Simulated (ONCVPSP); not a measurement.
# Si: one change to an ONCV potential, before and after

* Element: silicon
* Generator: ONCVPSP 4.0.1
* Type: optimised norm-conserving Vanderbilt (ONCV)
* Functional: PBE
* Relativity: scalar-relativistic
* Frozen core: [Ne]
* Valence charge: 4
* Reference configuration: 3s2 3p1 (charge +1)
* Partial waves: 3s: rc 1.65 bohr, ncon 4, nbas 8, qcut 4.5 1/bohr, 3 projectors, debl 2.5 Ha; 3p: rc 1.70 bohr, ncon 4, nbas 9, qcut 4 1/bohr, 2 projectors, debl 2.8 Ha; d scattering state at 0.03 Ha: rc 1.60 bohr, ncon 5, nbas 8, qcut 7.1 1/bohr, 1 projector
* Local potential: polynomial inside 1.10 bohr (lpopt 5, dvloc0 0 Ha)
* Core correction: Teter function, parameters optimised by the program

Change: p: qcut 3.2.

Cutoffs: the cutoffs (Ha) at which the residual kinetic energy of the hardest occupied pseudo-wave falls to 1 and 0.1 mHa per electron; they do not see the model core or the augmentation charge, which bear on the density cutoff. Errors are all-electron minus pseudo energies relative to the spin-unpolarised reference configuration.

Task: How do hardness, ghosts and transferability respond?

Result: The potential gets neither clearly harder nor softer (8.1 Ha and 11 Ha → 8.1 Ha and 11 Ha); of the 4 tests that both files solve, the error grows in 2 and shrinks in 0 by more than 15 % and 0.3 meV (median size 2.3 → 2.8 meV); neither file shows a bound ghost.

```tsv
quantity	base	changed
cutoff, loose	8.1 Ha	8.1 Ha
cutoff, tight	11 Ha	11 Ha
loose cutoff by channel	s 8.1 Ha, p 3.5 Ha	s 8.1 Ha, p 3.5 Ha
bound ghosts	none	none
GHOST(+) flags under 300 eV	s at 182.6 eV	s at 182.6 eV
error for 3s2 3p2, meV [ΔE -7.74 eV]	+1.6	+1.9
error for 3s2 3p0, meV [ΔE 15.99 eV]	+3.0	+3.6
error for 3s1 3p0, meV [ΔE 49.96 eV]	+36	+38
error for 3s1 3p3, meV [ΔE -0.93 eV]	+1.0	+1.4
s: phases at 1.67 bohr within 0.05 rad from the reference energy up to (Ha; the scan ends near 5)	to the end of the scan	to the end of the scan
p: phases at 1.73 bohr within 0.05 rad from the reference energy up to (Ha; the scan ends near 5)	4.2	4.2
d: phases at 1.63 bohr within 0.05 rad from the reference energy up to (Ha; the scan ends near 5)	4.0	4.0
rms error of d²Exc/dni dnj with the model core, mHa	0.02	0.02
```

Changed file: The cutoffs count occupied waves only; projector 2 of the p channel, the hardest unoccupied one, needs 28 Ha at the loose tolerance.
